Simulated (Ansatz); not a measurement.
Ansatz (a quantum-chemistry and plane-wave program) input (HSE06/def2-TZVPD):

Ansatz 0.2 input:
```yaml
crystal:
  periodic: [false, false, false]
  atoms:
    - {symbol: B, position_ang: [-0.53909214, -0.16566828, 0.16532619]}
    - {symbol: Cl, position_ang: [0.11574075, 1.60245651, 0.14050341]}
    - {symbol: Cl, position_ang: [0.83521866, -1.31021739, -0.43213908]}
    - {symbol: O, position_ang: [-1.68385616, -0.51746546, 0.51639692]}
basis:
  gaussian:
    orbitals: def2-TZVPD
hamiltonian:
  xc: {name: HSE06}
total_charge: -1
output: {forces: true}
```

Output:

```
Functional definition: HSE06
integrals: 0.11 GiB planned
965 factors; their error is unknown
integrals: 0.15 GiB planned
74 factors; integrals over basis functions are off by at most 3.4e-5 eV
mean field: 0.82 GiB planned
mean field evaluation 1: about -27761.2569 eV, gradient 3.9e1 eV
mean field evaluation 2: about -27742.3145 eV, gradient 1.0e2 eV
mean field evaluation 4: about -27764.0362 eV, gradient 2.0e0 eV
mean field evaluation 8: about -27764.0411 eV, gradient 3.9e-2 eV
mean field evaluation 16: about -27764.1068 eV, gradient 3.4e-5 eV
mean field -27764.10676442 eV, -1020.3121044049 hartree, gradient 3.4e-5 eV, S^2 0.000000; 0 other end points of the search recorded, 0 dependent functions left out
the calculation of the forces begins
reference -27764.10681876 eV, -1020.3121064018 hartree; 24, 24 occupied and 145, 145 virtual orbitals, 965 factors
Total energy: -27764.10681876 eV, -1020.3121064018 hartree
Atom 0 at    -0.539092    -0.165668     0.165326 Å, force     0.212536     0.065314    -0.065180 eV/Å
Atom 1 at     0.115741     1.602457     0.140503 Å, force    -0.072860    -0.225137    -0.000429 eV/Å
Atom 2 at     0.835219    -1.310217    -0.432139 Å, force    -0.165957     0.151746     0.073668 eV/Å
Atom 3 at    -1.683856    -0.517465     0.516397 Å, force     0.026281     0.008076    -0.008060 eV/Å
Dipole moment:     0.517850     0.159140    -0.158812 e Å
```

It need not be the lowest isomer of its formula. Whether it binds its extra electron was not tested at this geometry.
